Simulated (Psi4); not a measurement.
Method: SAPT0/jun-cc-pVDZ, frozen core in Psi4 1.11.

Psi4 input:

```
molecule {
0 1
H 0.37192002 0.00000000 -0.00000000
H -0.37192002 -0.00000000 0.00000000
--
0 1
H 3.34335166 -0.02900331 0.18764804
H 3.08524062 -0.08119467 0.88331518
units angstrom
symmetry c1
no_reorient
no_com
}
set basis jun-cc-pvdz
set scf_type df
set freeze_core true
energy('sapt0')
```

Part of the output:

```
    SAPT Results
  --------------------------------------------------------------------------------------------------------
    Electrostatics                 -0.14241649 [mEh]      -0.08936770 [kcal/mol]      -0.37391445 [kJ/mol]
      Elst10,r                     -0.14241649 [mEh]      -0.08936770 [kcal/mol]      -0.37391445 [kJ/mol]

    Exchange                        0.34968860 [mEh]       0.21943291 [kcal/mol]       0.91810728 [kJ/mol]
      Exch10                        0.34968860 [mEh]       0.21943291 [kcal/mol]       0.91810728 [kJ/mol]
      Exch10(S^2)                   0.34955500 [mEh]       0.21934908 [kcal/mol]       0.91775653 [kJ/mol]

    Induction                      -0.03256279 [mEh]      -0.02043346 [kcal/mol]      -0.08549359 [kJ/mol]
      Ind20,r                      -0.01658578 [mEh]      -0.01040773 [kcal/mol]      -0.04354595 [kJ/mol]
      Exch-Ind20,r                  0.00796204 [mEh]       0.00499626 [kcal/mol]       0.02090434 [kJ/mol]
      delta HF,r (2)               -0.02393906 [mEh]      -0.01502198 [kcal/mol]      -0.06285198 [kJ/mol]

    Dispersion                     -0.11389040 [mEh]      -0.07146731 [kcal/mol]      -0.29901921 [kJ/mol]
      Disp20                       -0.12049154 [mEh]      -0.07560958 [kcal/mol]      -0.31635050 [kJ/mol]
      Exch-Disp20                   0.00660114 [mEh]       0.00414228 [kcal/mol]       0.01733129 [kJ/mol]
      Disp20 (SS)                  -0.06024577 [mEh]      -0.03780479 [kcal/mol]      -0.15817525 [kJ/mol]
      Disp20 (OS)                  -0.06024577 [mEh]      -0.03780479 [kcal/mol]      -0.15817525 [kJ/mol]
      Exch-Disp20 (SS)              0.00304407 [mEh]       0.00191018 [kcal/mol]       0.00799221 [kJ/mol]
      Exch-Disp20 (OS)              0.00355707 [mEh]       0.00223209 [kcal/mol]       0.00933908 [kJ/mol]

  Total HF                          0.17470931 [mEh]       0.10963175 [kcal/mol]       0.45869924 [kJ/mol]
  Total SAPT0                       0.06081891 [mEh]       0.03816444 [kcal/mol]       0.15968002 [kJ/mol]
```
